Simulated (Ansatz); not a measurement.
Ideal-gas functions of `[CH3][Ge]([F])[SH]` radical at 400 K and 1 bar, from an Ansatz frequency run at PBE0-D4/def2-TZVP.

Molar mass 139.72 g/mol, point group C1 (symmetry number 1), electronic degeneracy 2, moments of inertia 97.491, 182.801, 243.231 u Å². Harmonic wavenumbers (cm⁻¹, unscaled): 95, 122, 153, 194, 211, 391, 578, 662, 690, 769, 808, 1228, 1435, 1444, 2715, 3063, 3164, 3176.

Use S(trans) = R[1.5 ln M + 2.5 ln T − 1.1517]; rotational temperatures θ = 24.2544 K / I; S(rot) = R[ln(√π/σ · √(T³/θAθBθC)) + 1.5]; for each mode x = 1.438777 ν̃/T, S = R[x/(eˣ − 1) − ln(1 − e⁻ˣ)] and H = RT x/(eˣ − 1); 1 cm⁻¹ = 0.0119627 kJ/mol; R = 8.31446 J/(mol·K).

Question: By hand: the entropy, in J/(mol·K).

Answer: Translation 176.6. Rotation: θ = 0.2488, 0.1327, 0.0997 K, giving 115.7. Vibration, mode by mode: 17.28, 15.23, 13.38, 11.47, 10.80, 6.13, 3.58, 2.82, 2.61, 2.08, 1.87, 0.55, 0.30, 0.29, 0.01, 0.00, 0.00, 0.00, in all 88.4. Electronic 5.8. Sum 386.5 J/(mol·K).

Question: By hand: H − E and G − E in kJ/mol, counted from the electronic energy.

Answer: Zero-point energy ½ × 20898 × 0.0119627 = 125.0; thermal vibration 18.1; translation, rotation and pV give 4 RT = 13.3. H − E = 156.4 kJ/mol, and G − E = 156.4 − 400 × 386.5/1000 = 1.8 kJ/mol.

Vibration gives 23 % of the entropy, 32.5 J/(mol·K) of it from the modes under 150 cm⁻¹: soft modes count most, and the harmonic formula is weakest for them. The sum counts one conformer and one mirror image; others add a mixing term.
